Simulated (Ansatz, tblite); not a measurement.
Cost and result up the ladder for the cluster Ge2Sb (3 atoms). Total charge 0; doublet. Geometry: PBE0-D4/def2-TZVP.

Cartesian coordinates in Å:
```
Sb 0.606 1.210 -0.555
Ge 0.020 -0.219 1.465
Ge -0.626 -0.991 -0.911
```

Ansatz on 4 threads of Arm Neoverse V1 on a shared host; xTB runs through tblite on one thread. Times are rough, summed over both states, and most runs start from the orbitals of an earlier one. PBE0-D4/def2-TZVP serves as the yardstick here, not as an exact answer. The other state is a triplet.

In the def2 sets Sb takes a core potential; there is no spin–orbit coupling. The xTB rows come from tblite. The structure comes from a short search, and lower isomers may exist.

Raw xTB energies of ions are shifted by several eV, and xTB has no spin-polarisation term.

```csv
level,functions,wall time,vertical IE (eV),difference from PBE0-D4/def2-TZVP (eV)
GFN1-xTB,27,0.006 s,11.97,4.08
GFN2-xTB,27,0.008 s,11.49,3.59
PBE-D4/def2-TZVP (with forces),146,5.5 s,7.81,-0.08
PBE0-D4/def2-TZVP,146,12 s,7.89,0.00
r2SCAN-D4/def2-TZVP,146,15 s,7.93,0.04
```
